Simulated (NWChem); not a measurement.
A series in which one site is exchanged, each optimised at PBE0/def2-SVP with NWChem, gas phase unless a solvent is named. Low-valent species are run as closed-shell singlets; no triplet was tried in these runs. Some are not confirmed as minima by frequencies. def2 effective core potentials on Sn, I; no spin-orbit coupling.

A: [F][Sn][F] (SnF$_{2}$; site = F)
B: [F][Sn][Br] (SnBrF; site = Br)
C: [F][Sn][I] (SnIF; site = I)
D: [F][SnH] (SnHF; site = H)

```json
[
 {"quantity": "dipole (D), PBE0/def2-SVP", "A": "3.63", "B": "___", "C": "3.29", "D": "2.69"},
 {"quantity": "vertical ionisation energy, ΔSCF, PBE/def2-SVP (eV)", "A": "10.79", "B": "___", "C": "9.41", "D": "9.20"},
 {"quantity": "vertical ionisation energy, ΔSCF, CAM-B3LYP/def2-SVP (eV)", "A": "11.23", "B": "___", "C": "9.64", "D": "9.47"},
 {"quantity": "lowest singlet excitation, CAM-B3LYP/def2-SVPD, TDA (eV)", "A": "5.25", "B": "___", "C": "3.49", "D": "2.92"}
]
```

Problem. Complete the blanks.

Solution. 
- dipole (D), PBE0/def2-SVP, B: 3.40
- vertical ionisation energy, ΔSCF, PBE/def2-SVP (eV), B: 9.91
- vertical ionisation energy, ΔSCF, CAM-B3LYP/def2-SVP (eV), B: 10.25
- lowest singlet excitation, CAM-B3LYP/def2-SVPD, TDA (eV), B: 4.06
